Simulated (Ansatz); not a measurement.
One change: `[CH3][GeH]([NH2])[Cl]` becomes `[CH3][Ge]([NH2])([Cl])[Cl]`.

Ansatz, PBE0-D4/def2-TZVP geometries, multiplicity 1. Each molecule was computed in one conformer, which needn't be the lowest.

Scalar relativity is left out up to krypton.

```csv
property,`[CH3][GeH]([NH2])[Cl]`
HOMO energy (B3LYP/def2-TZVPP) / eV,-7.49
HOMO–LUMO gap (ωB97M-V/def2-TZVPP) / eV,12.24
HOMO–LUMO gap (PBE/def2-TZVPP) / eV,5.96
LUMO energy (B3LYP/def2-TZVPP) / eV,0.26
HOMO energy (ωB97M-V/def2-TZVPP) / eV,-10.09
HOMO–LUMO gap (PBE0/def2-TZVPP) / eV,8.36
```

(1) What does the change do to each property? (Best estimate.)

Answers

(1) The calculation gave: 
```
                               property  `[CH3][Ge]([NH2])([Cl])[Cl]`  shift
    HOMO energy (B3LYP/def2-TZVPP) / eV                         -7.65  -0.16
HOMO–LUMO gap (ωB97M-V/def2-TZVPP) / eV                         11.96  -0.28
    HOMO–LUMO gap (PBE/def2-TZVPP) / eV                          5.32  -0.64
    LUMO energy (B3LYP/def2-TZVPP) / eV                         -0.45  -0.71
  HOMO energy (ωB97M-V/def2-TZVPP) / eV                        -10.26  -0.17
   HOMO–LUMO gap (PBE0/def2-TZVPP) / eV                          7.80  -0.56
```

With PBE0 the HOMO falls by 0.17 eV and the LUMO falls by 0.71 eV, so the gap narrows by about 0.54 eV. PBE moves the HOMO by -0.13 eV and ωB97M-V by -0.17 eV.

B3LYP here is the variant with VWN-RPA as its local correlation; programs differ in this.
